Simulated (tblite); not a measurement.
Run record: tight-binding relaxation, `[CH2][C@H](F)C(=O)C[SiH2]O` [radical].

Computed with GFN2-xTB geometry optimisation, gas phase (tblite 0.8.0). Start geometry: from a force field or distance geometry. The input is one job of a driver script: a line of settings, then coordinates in Å.

Command:
```bash
OMP_NUM_THREADS=1 python probes_run.py task.json out
```

Input:
```
{"job": {"kind": "relax", "xc": "GFN2-xTB", "basis": "xTB"}, "charge": 0, "multiplicity": 2}
C     -2.865700    -0.822600     0.332200
C     -1.892600     0.243400     0.019000
F     -1.970500     0.534700    -1.333500
C     -0.454000    -0.156400     0.206500
O     -0.153500    -1.297600     0.600600
C      0.598300     0.857300    -0.077200
Si     2.313000     0.253200     0.184900
O      2.477100    -1.008100     1.312500
H     -2.578000    -1.856700     0.181600
H     -3.633300    -0.612700     1.091000
H     -2.036500     1.168900     0.632600
H      0.367500     1.759000     0.520900
H      0.469300     1.156900    -1.139500
H      3.104800     1.394600     0.717500
H      2.929100    -0.120000    -1.086800
H      3.317300    -1.485100     1.093700
```

Output:
```
step      E/eV     max force
  0    -739.00297    4.155
  1    -739.21889    4.935
  2    -739.35552    1.137
  3    -739.38929    0.614
  4    -739.43855    0.555
  5    -739.46447    0.510
  6    -739.48422    0.283
  7    -739.49222    0.210
  8    -739.49971    0.223
  9    -739.50711    0.244
... (177 lines left out)
187    -740.20414    0.018
188    -740.20420    0.014
189    -740.20422    0.017
190    -740.20424    0.019
191    -740.20427    0.019
192    -740.20431    0.027
193    -740.20436    0.031
194    -740.20440    0.024
195    -740.20442    0.013
196    -740.20444    0.007
```

«max force» is the largest atomic force in eV/Å.

Q: From which step on does the largest force stay under 0.1 eV/Å, and how much energy is left to gain from there?

A: From step 178 (0.062 eV/Å), 2.3 meV above the end.

Main results: energy lowered by 27.7 kcal/mol over 196 steps; largest atomic force 0.007 eV/Å at the end.

Q: Give the final coordinates.

A: 1.423 Å rms from the input after alignment:
```
atom  x, y, z in Å
C1    -1.5550   -1.0527   -0.3204
C2    -1.8649    0.2629    0.2095
F3    -2.1490    1.1944   -0.7593
C4    -0.5011    0.5527    0.8900
O5    -0.3300    0.2081    2.0453
C6     0.5556    1.1005    0.0273
Si7    1.9268   -0.2606   -0.1277
O8     2.0130   -1.0279    1.2855
H9    -1.1253   -1.1412   -1.2980
H10   -1.6124   -1.9078    0.3208
H11   -2.6645    0.2946    0.9563
H12    1.0135    1.9425    0.5432
H13    0.1799    1.4363   -0.9323
H14    3.1907    0.4224   -0.3779
H15    1.5468   -1.2014   -1.1774
H16    1.3683   -0.8139    1.9711
```

On one thread, Arm Neoverse V1 (aarch64), shared host with 32 logical CPUs at a one-minute load of 38, this took 1.4 s.
Labels such as C1 count atoms from 1, the log's own numbers from 0.
